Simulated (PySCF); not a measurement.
# Exercise with solution: oscillator strength and radiative lifetime

2,3-dihydrothiophene (C4H6S), SMILES C1=CSCC1.

Geometry optimised at PBE-D3(BJ)/def2-SVP. One conformer was computed; it need not be the lowest.

TDA-ωB97X/def2-SVPD in PySCF puts the first singlet state with f over 0.02 at 5.72 eV (vertical), with the transition dipole (0.323, -0.912, 0.564) in atomic units.

Find the oscillator strength, the wavelength and the radiative lifetime that this transition would have in vacuum if emission retraced absorption.


|μ|² = 1.2542 au, so |μ| = 2.85 D. ΔE = 5.72/27.211 = 0.2102 hartree. f = (2/3) ΔE |μ|² = 0.176 (the program prints 0.176).
λ = 1239.84/5.72 = 217 nm; ν = 46135 cm⁻¹.
Einstein's coefficient A = 0.6670 ν² f s⁻¹ (ν in cm⁻¹) = 2.5e8 s⁻¹, so τ = 1/A = 4.0 ns. This state is S2; the lower singlet has f = 0.005. The figure is the radiative limit of this one transition; relaxation, internal conversion, crossing to triplets and a medium change what is measured.
